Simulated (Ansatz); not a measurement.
Basis sets compared for In7P7H20, a nanocrystal cut from zinc blende InP (hydrogen-capped). Charge 0, multiplicity 1. Geometry PBE-D4/def2-SVP. Ansatz on 2 threads of AMD EPYC 7R13 on a shared host and a share (18 GiB) of an NVIDIA H100 80GB HBM3; times are rough, and most runs start from earlier orbitals.

```xyz
34

In   -0.5150   -3.8276    1.4204
In    1.5849    3.7770    1.1364
In   -1.5011    0.3255    2.0114
In    2.3751   -0.8050    0.3660
In    0.4399   -2.9475   -2.8367
In   -0.5669    1.1884   -2.1604
In   -3.5180   -1.7873   -1.1603
P     3.1250    1.6948    1.0499
P     0.4193   -1.3522    1.9115
P    -1.3620   -3.2422   -0.9751
P    -0.3287    2.7027    2.5145
P     0.5022    3.4708   -1.1979
P    -2.2874    0.4853   -0.4114
P     1.2786   -0.5584   -1.9253
H    -1.8514   -3.9878    2.5265
H     0.9264   -4.8030    1.3438
H     2.2309    5.3158    1.5995
H    -2.6764    0.2023    3.2835
H     3.8552   -1.7009    0.5122
H     1.8008   -3.9967   -2.5501
H    -0.3065   -2.5646   -4.3636
H    -1.1025    1.6558   -3.7445
H    -4.6043   -2.1214    0.1600
H    -3.9270   -1.5010   -2.8294
H     3.8008    1.6706    2.3134
H     4.2561    2.0931    0.2652
H     0.9847   -1.3310    3.2295
H    -1.8987   -4.5185   -1.3594
H     0.1107    2.7513    3.8777
H    -1.3306    3.7211    2.6272
H    -0.4483    4.5368   -1.3160
H     1.4552    3.9950   -2.1310
H    -3.2517    1.5470   -0.4079
H     2.3305   -0.0881   -2.7793
```

In the def2 sets In takes a core potential; there is no spin–orbit coupling. Single mean-field runs in def2-SVP, def2-TZVP are fitted with def2-universal-jkfit.

Binding counts from free atoms (In doublet, P quartet, H doublet) in the same basis, without a counterpoise term.

```json
{"level": "PBE-D4/def2-SVP", "functions": "408", "energy (Eh)": "-3730.7857", "HOMO (eV)": "-5.63", "LUMO (eV)": "-2.14", "binding per atom (eV)": "2.49", "wall time": "6.5 s"}
{"level": "PBE0-D4/def2-SVP", "functions": "408", "energy (Eh)": "-3731.0306", "HOMO (eV)": "-6.63", "LUMO (eV)": "-1.43", "binding per atom (eV)": "2.49", "wall time": "7.5 s"}
```

Estimate the rows for PBE-D4/def2-TZVP, PBE0-D4/def2-TZVP (with forces).


| level | functions | energy (Eh) | HOMO (eV) | LUMO (eV) | binding per atom (eV) | wall time |
| --- | --- | --- | --- | --- | --- | --- |
| PBE-D4/def2-TZVP | 729 | -3731.6685 | -5.72 | -2.27 | 2.51 | 8.5 s |
| PBE0-D4/def2-TZVP (with forces) | 729 | -3731.8933 | -6.69 | -1.54 | 2.50 | 14 s |
